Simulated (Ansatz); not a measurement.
Ansatz (a quantum-chemistry and plane-wave program) job for Re(OH)3 (H₃O₃Re), SMILES [OH][Re]([OH])[OH] (connectivity only; charge and spin as stated), neutral, multiplicity 3, PBE/def2-SVPD. The structure is a stationary point at B3LYP-D3(BJ)/def2-SVP. The multiplicity is an assumed one; other spin states were not compared. The def2 effective core potentials stand for the cores of Re; spin–orbit coupling is left out. Other conformers were not sampled.

Ansatz 0.2 input:
```yaml
crystal:
  periodic: [false, false, false]
  atoms:
    - {symbol: Re, position_ang: [0.00937855, 0.00203748, 0.00000000]}
    - {symbol: O, position_ang: [0.08296557, 0.92326158, -1.62485558]}
    - {symbol: H, position_ang: [-0.77188174, 1.16027837, -2.02554910]}
    - {symbol: O, position_ang: [0.08296557, 0.92326149, 1.62485563]}
    - {symbol: H, position_ang: [-0.77188174, 1.16027824, 2.02554916]}
    - {symbol: O, position_ang: [-0.14722705, -1.86110719, -0.00000006]}
    - {symbol: H, position_ang: [0.69073986, -2.35669502, -0.00000008]}
basis:
  gaussian:
    orbitals: def2-SVPD
hamiltonian:
  xc: {name: PBE}
magnetization: {spin_polarized: true, initial_magnetization: 2}
```

Log of the run:

```
WARN ansatz: RAYON_NUM_THREADS=1 ignored (pool sized by the plan → 1); use --threads N
Functional definition: PBE
integrals: 0.05 GiB planned
1059 factors; their error is unknown
mean field: 0.49 GiB planned
mean field evaluation 1: about -8296.2498 eV, gradient 6.8e1 eV
mean field evaluation 2: about -8142.8904 eV, gradient 1.9e2 eV
mean field evaluation 4: about -8311.2708 eV, gradient 1.4e1 eV
mean field evaluation 8: about -8312.3507 eV, gradient 2.3e-1 eV
mean field evaluation 16: about -8312.2886 eV, gradient 3.1e-3 eV
mean field evaluation 32: about -8311.2903 eV, gradient 5.5e0 eV
mean field -8312.28862934 eV, -305.4709728567 hartree, gradient 3.2e-5 eV, S^2 2.008387; 6 other end points of the search recorded, 0 dependent functions left out
reference -8312.28867997 eV, -305.4709747172 hartree; 22, 20 occupied and 106, 108 virtual orbitals, 1059 factors
Total energy: -8312.28867997 eV, -305.4709747172 hartree
```

Self-consistency was reached.
